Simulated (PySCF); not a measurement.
In(H)2(NMe2) (C2H8InN), SMILES C[N](C)[InH2]. Geometry optimised at B3LYP-D3(BJ)/def2-SVP. The structure was generated by enumeration; whether it is a known compound was not checked. The def2 effective core potentials stand for the cores of In; spin–orbit coupling is left out.

Question: Give the equilibrium geometry at B3LYP-D3(BJ)/def2-SVP (PySCF confirms it by a frequency run) as Cartesian coordinates in Å, and its point group. (Estimate from the structure and the level; the computed values follow.)

Answer: point group C2v.
```xyz
12

In     0.0000     0.0000    -0.8631
H      0.0000    -1.5784    -1.5576
H      0.0000     1.5784    -1.5576
N      0.0000     0.0000     1.1876
C      0.0000     1.2051     1.9842
C      0.0000    -1.2051     1.9842
H     -0.8896     1.2662     2.6471
H      0.8896     1.2662     2.6471
H      0.0000     2.1033     1.3469
H      0.8896    -1.2662     2.6471
H     -0.8896    -1.2662     2.6471
H      0.0000    -2.1033     1.3469
```
